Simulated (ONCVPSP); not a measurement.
**Transferability test, ONCV potential for chromium**

```
Element                 : chromium (Cr)
Generator               : ONCVPSP 4.0.1
Type                    : optimised norm-conserving Vanderbilt (ONCV)
Functional              : LDA (Perdew-Zunger)
Relativity              : scalar-relativistic
Frozen core             : [Ne]
Valence charge          : 14
Reference configuration : 3s2 3p6 3d5 4s1
Partial waves           : 3s+4s: rc 1.40 bohr, ncon 4, nbas 8, qcut 8.1 1/bohr, 2 projectors; 3p: rc 1.20 bohr, ncon 4, nbas 8, qcut 8.6 1/bohr, 1 projector; 3d: rc 1.85 bohr, ncon 5, nbas 10, qcut 8.2 1/bohr, 2 projectors, debl 3.2 Ha
Local potential         : polynomial inside 1.20 bohr (lpopt 4, dvloc0 0 Ha)
Core correction         : Teter function, fcfact 5.5, rcfact 1.5
```

Energies are relative to the spin-unpolarised reference configuration 3s2 3p6 3d5 4s1; without spin polarisation the order of configurations can differ from experiment. Not all tests gave a result: 1 of 4 tests not solved or not reliable.

| valence configuration | charge | ΔE all-electron (eV) | error AE − PS (meV) |
| --- | --- | --- | --- |
| 3s2 3p6 3d5 4s0 | +1 | 7.141 | +4.1 |
| 3s2 3p6 3d4 4s0 | +2 | 23.484 | +5.9 |
| 3s1 3p6 3d5 4s1 | +1 | 79.873 | -318 |

Levels in the configuration 3s2 3p6 3d4 4s0:

```tsv
level	all-electron (eV)	pseudo (eV)
3s	-94.785	-94.773
3p	-66.439	-66.428
3d	-23.142	-23.105
```
